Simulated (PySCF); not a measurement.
Ligands exchanged one at a time, Al OH-SH. Gas-phase values, no solvent. One relaxed conformer stands for each flexible species; it need not be the lowest. Strings in code marks are SMILES.

The numbers are results of PBE-D3(BJ)/def2-TZVP // B3LYP-D3(BJ)/def2-TZVP run with PySCF 2.14.0, not measurements. All candidates: neutral, multiplicity 1. Excitations are Tamm–Dancoff values on a coarser integration grid. The basis has no diffuse functions, so Rydberg states are missing or too high.

- HOMO = -7.28 eV
- S1 excitation (TDA) = 6.05 eV
- LUMO = -1.31 eV

Q: Name which member has these values.
(A) `[SH][Al]([SH])[SH]`
(B) `[OH][Al]([OH])[OH]`
(C) `[OH][Al]([OH])[SH]`
(D) `[OH][Al]([SH])[SH]`

A: B, `[OH][Al]([OH])[OH]`. The others give `[SH][Al]([SH])[SH]`: -6.51 eV, 5.05 eV, -1.50 eV; `[OH][Al]([OH])[SH]`: -6.43 eV, 5.17 eV, -1.33 eV; `[OH][Al]([SH])[SH]`: -6.38 eV, 4.99 eV, -1.43 eV
